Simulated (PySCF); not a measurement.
PySCF input (TPSSh/def2-TZVPD):

```python
from pyscf import gto, scf, dft

mol = gto.M(
    atom='''
    Cl   -0.95420930   -1.52944422   -1.14156982
    Ge    0.00000000   -0.00000000   -0.00000000
    Cl    2.08709248   -0.41899485    0.14623583
    Cl   -0.28153259    1.88459450   -0.96017687
    Cl   -0.85135060    0.06384457    1.95551085
    ''',
    basis='def2-tzvpd',
    charge=0,
    spin=0,
    verbose=4,
)

mf = dft.RKS(mol, xc='tpssh').density_fit(auxbasis='def2-universal-jkfit')
mf.grids.level = 3
mf.conv_tol = 1e-9
mf.max_cycle = 100
mf.max_memory = 1500
mf.kernel()
if not mf.converged:
    mf = mf.newton()
    mf.kernel(mf.make_rdm1())
mf.analyze()
```

End of the output:

```
Extra cycle  E= -3918.06133076783  delta_E= -2.73e-12  |g|= 1.63e-06  |ddm|= 2.82e-06
converged SCF energy = -3918.06133076783
**** SCF Summaries ****
Total Energy =                       -3918.061330767827712
Nuclear Repulsion Energy =             802.998016470523908
One-electron Energy =                -7036.989098820833533
Two-electron Energy =                 2315.929751582481913
Two-electron Coulomb Energy =         2508.133724128488666
DFT Exchange-Correlation Energy =     -192.203972546006668
HOMO-LUMO gap [eV] =                     5.914799038654810
**** MO energy ****
MO #1   energy= -398.58854548117   occ= 2
MO #2   energy= -101.404700223747  occ= 2
MO #3   energy= -101.404699600598  occ= 2
MO #4   energy= -101.404698478641  occ= 2
MO #5   energy= -101.404697620541  occ= 2
MO #6   energy= -49.696263077219   occ= 2
MO #7   energy= -44.1886388717066  occ= 2
MO #8   energy= -44.1886388531884  occ= 2
MO #9   energy= -44.1886388027124  occ= 2
MO #10  energy= -9.40665791055276  occ= 2
MO #11  energy= -9.40665713622132  occ= 2
MO #12  energy= -9.4066564509694   occ= 2
MO #13  energy= -9.40665303314248  occ= 2
MO #14  energy= -7.15322829355971  occ= 2
MO #15  energy= -7.15322747307452  occ= 2
MO #16  energy= -7.1532262123593   occ= 2
MO #17  energy= -7.15322226202457  occ= 2
MO #18  energy= -7.1460039899017   occ= 2
MO #19  energy= -7.14600232803248  occ= 2
MO #20  energy= -7.14600216136991  occ= 2
MO #21  energy= -7.1459999888659   occ= 2
MO #22  energy= -7.14599859048449  occ= 2
MO #23  energy= -7.14599791089137  occ= 2
MO #24  energy= -7.14599429289849  occ= 2
MO #25  energy= -7.14599384391899  occ= 2
MO #26  energy= -6.26780048949478  occ= 2
MO #27  energy= -4.43373546229997  occ= 2
MO #28  energy= -4.43373502414152  occ= 2
MO #29  energy= -4.43373478241929  occ= 2
MO #30  energy= -1.26888816829292  occ= 2
MO #31  energy= -1.26888301820861  occ= 2
MO #32  energy= -1.26887746444135  occ= 2
MO #33  energy= -1.26624275699777  occ= 2
MO #34  energy= -1.26623620568936  occ= 2
MO #35  energy= -0.862534806081534 occ= 2
MO #36  energy= -0.820012047575998 occ= 2
MO #37  energy= -0.820011669903688 occ= 2
MO #38  energy= -0.82001052370616  occ= 2
MO #39  energy= -0.551292395985186 occ= 2
MO #40  energy= -0.427105479062476 occ= 2
MO #41  energy= -0.427105139967057 occ= 2
MO #42  energy= -0.427104486088494 occ= 2
MO #43  energy= -0.355169915764945 occ= 2
MO #44  energy= -0.355169084125918 occ= 2
MO #45  energy= -0.34699987623896  occ= 2
MO #46  energy= -0.346999064147449 occ= 2
MO #47  energy= -0.346998509615119 occ= 2
MO #48  energy= -0.328793402858811 occ= 2
MO #49  energy= -0.328792529601    occ= 2
MO #50  energy= -0.328791792086965 occ= 2
MO #51  energy= -0.111426934805991 occ= 0
MO #52  energy= -0.0164179091383571 occ= 0
MO #53  energy= -0.0164171801059207 occ= 0
MO #54  energy= -0.0164160204251756 occ= 0
MO #55  energy= 0.00214064932534221 occ= 0
MO #56  energy= 0.0259650316635904 occ= 0
MO #57  energy= 0.025965217904868  occ= 0
MO #58  energy= 0.0259656173254529 occ= 0
MO #59  energy= 0.0530156474183208 occ= 0
MO #60  energy= 0.0530161663681776 occ= 0
MO #61  energy= 0.0560159910911842 occ= 0
MO #62  energy= 0.0560167006379118 occ= 0
MO #63  energy= 0.05601734260914   occ= 0
MO #64  energy= 0.0719233834214166 occ= 0
MO #65  energy= 0.0933470528483894 occ= 0
MO #66  energy= 0.0933472550681387 occ= 0
MO #67  energy= 0.0933473711002765 occ= 0
MO #68  energy= 0.11808563128456   occ= 0
MO #69  energy= 0.118089116982399  occ= 0
MO #70  energy= 0.11809007345174   occ= 0
MO #71  energy= 0.129821228548896  occ= 0
MO #72  energy= 0.129826609566891  occ= 0
MO #73  energy= 0.143491334766985  occ= 0
MO #74  energy= 0.143493509957252  occ= 0
MO #75  energy= 0.143494597052955  occ= 0
MO #76  energy= 0.19852518732735   occ= 0
MO #77  energy= 0.198525893366406  occ= 0
MO #78  energy= 0.198526485430943  occ= 0
MO #79  energy= 0.206998840834477  occ= 0
MO #80  energy= 0.206999419869237  occ= 0
MO #81  energy= 0.210806423630991  occ= 0
MO #82  energy= 0.211228549840049  occ= 0
MO #83  energy= 0.211229625750194  occ= 0
MO #84  energy= 0.211231750857012  occ= 0
MO #85  energy= 0.257335143464841  occ= 0
MO #86  energy= 0.25733553200414   occ= 0
MO #87  energy= 0.261870029203566  occ= 0
MO #88  energy= 0.261871074333945  occ= 0
MO #89  energy= 0.261871729573169  occ= 0
MO #90  energy= 0.274728739365129  occ= 0
MO #91  energy= 0.274729238225005  occ= 0
MO #92  energy= 0.274729380878258  occ= 0
MO #93  energy= 0.298871701866357  occ= 0
MO #94  energy= 0.305183123123912  occ= 0
MO #95  energy= 0.305183685228173  occ= 0
MO #96  energy= 0.305184511209895  occ= 0
MO #97  energy= 0.392682734802371  occ= 0
MO #98  energy= 0.392686124458113  occ= 0
MO #99  energy= 0.417450829235238  occ= 0
MO #100 energy= 0.417451217030429  occ= 0
MO #101 energy= 0.417451685500235  occ= 0
MO #102 energy= 0.440970563607397  occ= 0
MO #103 energy= 0.470396801082252  occ= 0
MO #104 energy= 0.47039752177748   occ= 0
MO #105 energy= 0.470399543930935  occ= 0
MO #106 energy= 0.518983169556581  occ= 0
MO #107 energy= 0.518984027056993  occ= 0
[...]
```
